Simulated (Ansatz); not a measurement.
Reaction (ligand exchange at the Si–C bond): `CCC([SiH3])Cl` + `[OH][SnH3]` → `[SiH3][O][SnH3]` + `CCCCl`

Calculated with Ansatz (gas phase, PBE0-D4/def2-TZVP geometries, no zero-point term in ΔE). CBS: MP2 limit from def2 TZ/QZ plus the TZ coupled-cluster correction, frozen cores. DFT in def2-TZVPP. B3LYP here is the variant with VWN-RPA as its local correlation; programs differ in this. HSE06 is defined as in plane-wave codes. def2 core potentials past Kr. For Sn outer-core shells are correlated without core-valence functions, which leaves a few kJ/mol of doubt a bond. One conformer a species, not always the lowest.

`CCC([SiH3])Cl`:

Z-matrix (Å, degrees):
```
C
C 1 1.518
H 1 1.091 2 111.0
H 1 1.092 2 110.8 3 -120.1
H 1 1.093 2 111.0 3 120.0
C 2 1.518 1 114.2 3 -61.0
H 2 1.097 1 109.6 3 179.0
H 2 1.095 1 110.2 3 62.2
Cl 6 1.804 2 111.1 1 63.2
Si 6 1.889 2 114.0 1 -176.8
H 6 1.094 2 110.1 1 -52.7
H 10 1.490 6 108.9 2 59.2
H 10 1.484 6 108.9 2 -59.9
H 10 1.483 6 110.0 2 179.1
```

`[OH][SnH3]`:

Cartesian coordinates in Å:
```
O 0.908 0.262 1.167
Sn -0.416 0.001 -0.268
H 1.774 -0.089 0.951
H -0.578 -1.676 -0.557
H 0.137 0.808 -1.669
H -1.825 0.695 0.377
```

`[SiH3][O][SnH3]`:

Cartesian coordinates in Å:
```
Si 1.380 0.743 0.464
O -0.181 0.695 0.007
Sn -1.479 -0.692 -0.488
H 1.604 -0.031 1.719
H 1.770 2.158 0.698
H 2.272 0.165 -0.583
H -2.898 0.182 -0.816
H -1.623 -1.730 0.856
H -0.847 -1.488 -1.857
```

`CCCCl`:

Cartesian coordinates in Å:
```
C -0.885 0.502 -0.808
C -0.261 0.207 0.543
C 1.077 -0.492 0.462
Cl 0.943 -2.128 -0.251
H -1.071 -0.420 -1.363
H -1.836 1.025 -0.694
H -0.228 1.131 -1.416
H -0.940 -0.395 1.153
H -0.096 1.143 1.090
H 1.518 -0.628 1.449
H 1.779 0.057 -0.166
```

```csv
level,ΔE (kJ/mol),difference from CCSD(T)/CBS
LDA (SPW92),-99.7,17.9
PBE-D4,-101.4,16.2
revPBE-D4,-98.8,18.8
BLYP-D4,-111.8,5.8
r2SCAN-D4,-115.7,1.9
B97M-V,-121.7,-4.1
PBE0-D4,-109.5,8.1
r2SCANh-D4,-117.2,0.4
r2SCAN0-D4,-119.4,-1.8
HSE06-D4,-109.4,8.2
BHLYP-D4,-129.7,-12.1
ωB97X-V,-117.5,0.1
ωB97M-V,-115.7,1.9
B2PLYP,-123.3,-5.7
PBE-QIDH,-118.1,-0.5
PBE,-104.7,12.9
revPBE,-106.8,10.8
BLYP,-118.8,-1.2
PBE0,-112.3,5.3
B3LYP,-123.8,-6.2
r2SCANh,-118.2,-0.6
r2SCAN0,-120.5,-2.9
HSE06,-112.1,5.5
BHLYP,-133.0,-15.4
CAM-B3LYP,-126.3,-8.7
LC-ωPBE,-116.8,0.8
HF/def2-SVP,-140.3,-22.7
MP2/def2-SVP,-118.1,-0.5
CCSD/def2-SVP,-120.0,-2.4
CCSD(T)/def2-SVP,-116.6,1.0
HF/def2-TZVPP,-147.8,-30.2
MP2/def2-TZVPP,-118.6,-1.0
SCS-MP2/def2-TZVPP,-124.4,-6.8
CCSD/def2-TZVPP,-123.0,-5.4
CCSD(T)/def2-TZVPP,-118.5,-0.9
HF/def2-QZVPP,-149.8,-32.2
MP2/def2-QZVPP,-118.9,-1.3
SCS-MP2/def2-QZVPP,-124.6,-7.0
MP2/CBS(def2),-117.8,-0.2
CCSD/CBS(def2),-122.1,-4.5
CCSD(T)/CBS,-117.6,0
```

(1) What do rigid-rotor, harmonic-oscillator terms from PBE0-D4/def2-TZVP frequencies (298.15 K, 1 bar) make of the CCSD(T)/CBS value? (Best estimate.)

Largest T1 diagnostic among the species: 0.014.

Results:

(1) Ansatz gave: ΔZPE = +4.8 kJ/mol, ΔH = -113.2 kJ/mol, ΔS = 28 J/(mol·K), ΔG = -121.4 kJ/mol. Modes under 50 cm⁻¹ make the entropy rough.

From PBE to PBE0 (25 % exact exchange), in def2-TZVPP and without D4, ΔE moves by −7.6 kJ/mol. Leaving LDA and LC-ωPBE aside and taking each functional with its dispersion term where it has one, the values spread over 30.9 kJ/mol, from BHLYP-D4 to revPBE-D4. LDA lies +5.0 kJ/mol from PBE without D4. In def2-TZVPP, CCSD(T) changes the Hartree–Fock value by +29.3 kJ/mol (the triples alone add +4.5 kJ/mol) and MP2 by +29.1 kJ/mol.

CCSD(T)/CBS has its own doubt, a few kJ/mol and more with outer-core shells, so smaller differences from it don't rank the levels.
